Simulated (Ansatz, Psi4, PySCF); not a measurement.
C$_{2}$H$_{5}$S, doublet, at a GFN2-xTB geometry. Base run: PBE0/6-311G** in PySCF.

Input for PySCF:
```python
from pyscf import gto, scf, dft

mol = gto.M(
    atom='''
C     1.59120474   -0.30906457   -0.07423518
C     0.14127741   -0.74696820   -0.19413812
S    -1.00497093    0.59920090    0.15218980
H     1.79862002    0.04821331    0.93193225
H     2.24903285   -1.14856825   -0.29044018
H     1.80540898    0.49349823   -0.77641106
H    -0.08762157   -1.54584703    0.51354516
H    -0.08079833   -1.09831398   -1.20342314
''',
    basis='6-311g**',
    spin=1,
    verbose=4,
)

mf = dft.UKS(mol)
mf.xc = 'pbe0'
mf.kernel()
```

The same geometry, method and basis name were run in Ansatz (a quantum-chemistry and plane-wave program) and Psi4 and PySCF, at each program's defaults and at the settings that a row names. The base is PySCF at its defaults. Differences at the defaults can come from grids, fitting, cores and function types together.

```
code and settings                                                                             ΔE vs base (mEh)  basis functions      E (Eh)  SCF cycles  dipole (D)
--------------------------------------------------------------------------------------------  ----------------  ---------------  ----------  ----------  ----------
PySCF, defaults (exact integrals, its default grid, spherical functions)                                 0.000               92  -477.16142          10        1.89
Psi4, defaults (density fitting with its default set, its default grid, spherical functions)            -0.021               92  -477.16145           9        1.90
Ansatz, defaults (factorised integrals, its default grid, Cartesian functions)                          -0.451               93  -477.16188           -           -
PySCF, density fitting with def2-universal-jkfit                                                        -0.058               92  -477.16148          10        1.89
PySCF, fine grid                                                                                         0.002               92  -477.16142          10        1.89
Psi4, exact integrals, spherical functions, fine grid                                                    0.002               92  -477.16142          12        1.89
Ansatz, high accuracy, Cartesian functions as the basis file defines them                               -0.452               93  -477.16188           -           -
```

Open shells are given as the SCF converged; they aren't shown to be the lowest states, and a large step between rows can be another state.
